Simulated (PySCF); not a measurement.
Name the molecule from its bond curve

A diatomic of charge -1 contains I. Its doublet curve at PBE in a double-zeta basis (scalar-relativistic core potentials, PySCF), in eV from the separated fragments:

| R (Å) | E (eV) |
| --- | --- |
| 2.009 | -0.308 |
| 2.102 | -0.333 |
| 2.196 | -0.345 |
| 2.266 | -0.347 |
| 2.336 | -0.344 |
| 2.406 | -0.336 |
| 2.499 | -0.322 |
| 2.616 | -0.299 |
| 2.756 | -0.267 |
| 2.943 | -0.223 |

The fit gives ωe = 535 cm⁻¹ and the rotational constant Bₑ = 3.324 cm⁻¹.

Task: Which atom is the partner?

Result: The minimum lies at 2.252 Å, so the reduced mass is 16.8576 u Å² cm⁻¹/(Bₑ·Re²) = 1.000 u. With I at 126.90 u the partner weighs about 1.0 u: H. The molecule is HI⁻.

Spin–orbit coupling is left out. The highest Kohn–Sham level is positive in this anion. Much of that is self-interaction error, but it also means that the finite basis helps to hold the extra electron. The state was picked by a PBE0 search and need not be the measured ground state.
